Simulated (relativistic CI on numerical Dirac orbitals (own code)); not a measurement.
Ligand-field terms of d5

Computed with a parametric ligand-field model of a d^n configuration (Racah B and C, spin-orbit zeta, crystal field), exact diagonalisation.

Field parameters in Wybourne normalisation: Oh B⁴₀ = 21Dq, B⁴₄ = √(5/14) B⁴₀; Td as Oh with Dq negative (B⁴₀ = 21Dq, B⁴₄ = √(5/14) B⁴₀). The field is a parameter set, without covalency.

Lowest levels for B = 900, C = 4670, ζ = 660 cm⁻¹, Td, 10Dq = -7050 cm⁻¹?

Γ7+Γ8 0 (S 2.50), Γ6 28135 (S 1.50), Γ8 28163 (S 1.50), Γ7 28249 (S 1.50), Γ8 28277 (S 1.50), Γ6 31026 (S 1.50), Γ8 31041 (S 1.50), Γ8 31183 (S 1.50), Γ7 31292 (S 1.50) cm⁻¹, with S from ⟨S²⟩ = S(S + 1). The ground level has 2.00 electrons in the cubic e pair.

Lowest levels for B = 960, C = 4680, ζ = 380 cm⁻¹, Oh, 10Dq = 22500 cm⁻¹?

Γ7+Γ8 0 (S 2.50), Γ7 11978 (S 0.60), Γ8 12683 (S 0.59), Γ8 14348 (S 1.49), Γ8 14443 (S 1.46), Γ6 14456 (S 1.50), Γ7 14467 (S 1.45), Γ6 20795 (S 1.50), Γ8 20801 (S 1.50) cm⁻¹, with S from ⟨S²⟩ = S(S + 1). The ground level has 2.00 electrons in the cubic e pair.

Lowest levels for B = 680, C = 2420, ζ = 3000 cm⁻¹, Oh, 10Dq = 31050 cm⁻¹?

Γ7 0 (S 0.58), Γ8 5659 (S 0.56), Γ8 21011 (S 1.55), Γ7 22516 (S 1.59), Γ8 23728 (S 1.48), Γ6 24596 (S 1.49), Γ6 28336 (S 1.47), Γ8 28552 (S 1.42), Γ7 28731 (S 1.31) cm⁻¹, with S from ⟨S²⟩ = S(S + 1). The ground level has 0.11 electrons in the cubic e pair; its S is far from a half-integer, so spin-orbit coupling mixes spin states.

Lowest levels for B = 740, C = 2980, ζ = 590 cm⁻¹, Oh, 10Dq = 34250 cm⁻¹?

Γ7 0 (S 0.50), Γ8 1032 (S 0.50), Γ8 20405 (S 1.51), Γ7 20460 (S 1.51), Γ8 20678 (S 1.50), Γ6 20806 (S 1.50), Γ6 26115 (S 1.50), Γ8 26131 (S 1.50), Γ8 26281 (S 1.50) cm⁻¹, with S from ⟨S²⟩ = S(S + 1). The ground level has 0.04 electrons in the cubic e pair.

Lowest levels for B = 960, C = 3580, ζ = 400 cm⁻¹, Oh, 10Dq = 34150 cm⁻¹?

Γ7 0 (S 0.50), Γ8 708 (S 0.50), Γ8 17200 (S 1.53), Γ7 17224 (S 1.53), Γ8 17410 (S 1.50), Γ6 17488 (S 1.50), Γ8 21028 (S 2.48), Γ7 21028 (S 2.48), Γ6 24444 (S 1.50) cm⁻¹, with S from ⟨S²⟩ = S(S + 1). The ground level has 0.05 electrons in the cubic e pair.
